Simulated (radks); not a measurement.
Charge is removed step by step from the 2p level of neutral sulfur, starting from [Ne] 3s2 3p4. All-electron calculation, scalar-relativistic Kohn-Sham, LDA (Slater exchange, Perdew-Wang correlation), spin-unpolarised, spherical densities, finite nucleus; Fermi nuclear charge, rms radius 3.2611 fm. Program: a radial shooting solver on a logarithmic mesh with Libxc functionals.

\begin{tabular}{lrrr}
removed (e) & E - E(0) (eV) & eigenvalue (eV) & E minus straight line (eV) \\ \hline
0 & 0.000 & -156.51 & 0.000 \\
0.125 & 19.819 & -160.66 & -1.893 \\
0.25 & 40.160 & -164.88 & -3.263 \\
0.375 & 61.034 & -169.17 & -4.100 \\
0.5 & 82.449 & -173.54 & -4.397 \\
0.625 & 104.41 & -177.97 & -4.143 \\
0.75 & 126.94 & -182.47 & -3.332 \\
0.875 & 150.03 & -187.04 & -1.953 \\
1 & 173.69 & -191.67 & 0.000 \\
\end{tabular}

Removing the whole electron costs 173.69 eV by Delta-SCF, against 156.51 eV from minus the eigenvalue at the starting occupation. Slater's transition state (half an electron removed) gives 173.54 eV. Integrating minus the eigenvalue over the occupation (Janak's theorem) gives 173.72 eV. In this scalar-relativistic scheme the density is built from large components alone, so the theorem holds only approximately. The mean slope of the eigenvalue, de/dn, is 35.2 eV per electron.
